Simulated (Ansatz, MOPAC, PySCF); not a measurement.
Complex: H2O (SMILES O) (first 3 atoms) with CHN (SMILES C#N); geometry from B3LYP-D3(BJ)/def2-TZVP, rigid monomers moved along the line of their centres of mass till O1···H6 is 2.31 Å.
(charge 0, multiplicity 1):
```xyz
6

O     -0.083    -0.078    -0.103
H      0.709    -0.232    -0.628
H     -0.828    -0.231    -0.694
C     -0.231    -0.279     3.275
N     -0.280    -0.365     4.418
H     -0.185    -0.200     2.201
```

Monomers are frozen at their geometry in the pair; levels with a basis set take the counterpoise correction. Rows marked so take none.

Frozen-core correlation. CBS(a, b) extrapolates the correlation energy as X⁻³ and adds the Hartree–Fock energy of set b. Rows in 3-21G, 6-31G* carry no dispersion term and start afresh at each structure (6-31G* with six Cartesian d functions). The state that PM3 reach isn't checked.

The values were computed with Ansatz (a quantum-chemistry and plane-wave program) with Gaussian orbitals; MOPAC for PM3 (differences of heats of formation); PySCF for 3-21G rows, 6-31G* rows, the dispersion terms. 

The comparison value is -19.8 kJ/mol (CCSD(T)/CBS(aug-cc-pVDZ, aug-cc-pVTZ)). It is a level with limits of its own, not the exact answer.

Order these levels by how close they come to the comparison value for the interaction energy, closest first: HF/3-21G (no counterpoise), HF/6-31G*, BP86/6-31G* (no counterpoise), PM3, PBE-D4/def2-TZVPPD. Give each level's value less the comparison value.

PBE-D4/def2-TZVPPD (-0.2 kJ/mol), HF/6-31G* (-2.7 kJ/mol), BP86/6-31G* (no counterpoise) (-4.3 kJ/mol), PM3 (10.9 kJ/mol), HF/3-21G (no counterpoise) (-21.8 kJ/mol)
